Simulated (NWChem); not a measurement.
# TiH3I; SMILES [I][TiH3]

def2 effective core potentials on I; no spin-orbit coupling.

Question: Give the equilibrium geometry at PBE0/def2-SVP with def2 effective core potentials on I (NWChem) as a list of bonds and angles, with the point group.

Answer: point group C3v; any orientation.
Bond lengths (Å): Ti1–I2 2.532, Ti1–H3 1.678, Ti1–H4 1.678, Ti1–H5 1.678. Bond angles (°): I2–Ti1–H3 109.0, I2–Ti1–H4 109.0, I2–Ti1–H5 109.0, H3–Ti1–H4 109.9, H3–Ti1–H5 109.9, H4–Ti1–H5 109.9.
